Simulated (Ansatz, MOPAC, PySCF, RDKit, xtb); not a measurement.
Pair of molecules: CH4O (SMILES CO) (first 6 atoms) with CH2O (SMILES C=O); geometry from B3LYP-D3(BJ)/def2-TZVP, rigid monomers moved along the line of their centres of mass till O2···C7 is 2.46 Å.
(charge 0, multiplicity 1):
| atom | x (Å) | y (Å) | z (Å) |
|---|---|---|---|
| C | 0.3107 | -0.5600 | 0.2502 |
| O | -0.3733 | 0.6218 | 0.6630 |
| H | 0.8571 | -0.4036 | -0.6845 |
| H | -0.4510 | -1.3199 | 0.0829 |
| H | 1.0027 | -0.9150 | 1.0196 |
| H | 0.2790 | 1.3190 | 0.7897 |
| C | -0.4694 | 0.2122 | 3.0848 |
| O | 0.6865 | 0.0153 | 3.3489 |
| H | -0.9217 | 1.2199 | 3.1340 |
| H | -1.1573 | -0.6037 | 2.7987 |

Monomers are frozen at their geometry in the pair; levels with a basis set take the counterpoise correction. RDKit's UFF carries no charges.

The state that PM6 reach isn't checked.

The values were computed with Ansatz (an electronic-structure program) with Gaussian orbitals; MOPAC for PM6 (differences of heats of formation); PySCF for the dispersion terms; RDKit for the force fields; xtb for the GFN methods. Values without a source in brackets are computed.

One of these levels gives 10.33 kcal/mol for the interaction energy. Name it.
A) UFF
B) B3LYP-D3(BJ)/def2-TZVPPD
C) GFN1-xTB
D) PM6

A, UFF. The others give -3.55 (PM6), -4.73 (GFN1-xTB), -2.71 (B3LYP-D3(BJ)/def2-TZVPPD)
